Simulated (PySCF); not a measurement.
**Spinor energies of Sc (scandium, neutral)**

Start: [Ar] 3d2 4s1; 3d5/2 filled at m_j = +3/2, +5/2; 4s1/2 filled at m_j = +1/2. Calculated with PySCF 2.14 in x2c-SVPall-2c with one added diffuse shell each of s, d type (6s5p4d1f, 48 functions): generalised Hartree-Fock with the X2C-1e Hamiltonian and a Gaussian nucleus; one run each with spin-orbit coupling (SO) switched off, then screened by Boettger's factors. This is a chosen level, not necessarily the ground level.

```json
{"spinor shell": "1s1/2", "electrons": "2", "ε, spin-free (eV)": "-4533.0", "ε, screened SO (eV)": "-4533.0", "weight of nominal j (screened SO)": "1.000", "rms radius, screened SO (bohr)": "0.0845"}
{"spinor shell": "2s1/2", "electrons": "2", "ε, spin-free (eV)": "-519.00", "ε, screened SO (eV)": "-519.02", "weight of nominal j (screened SO)": "1.000", "rms radius, screened SO (bohr)": "0.370"}
{"spinor shell": "2p1/2", "electrons": "2", "ε, spin-free (eV)": "-421.97", "ε, screened SO (eV)": "-425.05", "weight of nominal j (screened SO)": "0.998", "rms radius, screened SO (bohr)": "0.338"}
{"spinor shell": "3s1/2", "electrons": "2", "ε, spin-free (eV)": "-66.417", "ε, screened SO (eV)": "-66.427", "weight of nominal j (screened SO)": "1.000", "rms radius, screened SO (bohr)": "1.16"}
{"spinor shell": "3p3/2", "electrons": "4", "ε, spin-free (eV)": "-39.172", "ε, screened SO (eV)": "-39.547", "weight of nominal j (screened SO)": "0.855", "rms radius, screened SO (bohr)": "1.29"}
{"spinor shell": "3p1/2", "electrons": "2", "ε, spin-free (eV)": "-39.172", "ε, screened SO (eV)": "-38.451", "weight of nominal j (screened SO)": "0.711", "rms radius, screened SO (bohr)": "1.29"}
{"spinor shell": "3d5/2", "electrons": "2", "ε, spin-free (eV)": "-5.720", "ε, screened SO (eV)": "-5.716", "weight of nominal j (screened SO)": "0.899", "rms radius, screened SO (bohr)": "2.47"}
{"spinor shell": "4s1/2", "electrons": "1", "ε, spin-free (eV)": "-5.402", "ε, screened SO (eV)": "-5.405", "weight of nominal j (screened SO)": "1.000", "rms radius, screened SO (bohr)": "4.49"}
```

Task: Where does 2p3/2 lie, and what is the 2p spin-orbit splitting (screened SO)?

Result: At -420.47 eV, 4.582 eV above 2p1/2.

```csv
quantity,spin-free,screened SO
E (hartree),-763.13958,-763.14146
M_J,9/2,9/2
⟨J²⟩,24.754,24.754
⟨L²⟩,12.003,12.004
⟨S²⟩,3.751,3.751
```

Each row is a mean over spinors that exchange with the open shell spreads, by up to 5.065 eV (3p3/2).

Rows whose weight is well below 1 are mixtures of j = l ± 1/2: exchange outweighs spin-orbit coupling there, and the label is only the starting occupation.

Without spin-orbit coupling the j labels of p, d and f shells carry no meaning; the spin-free column gives the mean over the occupied spinors of each nl shell.
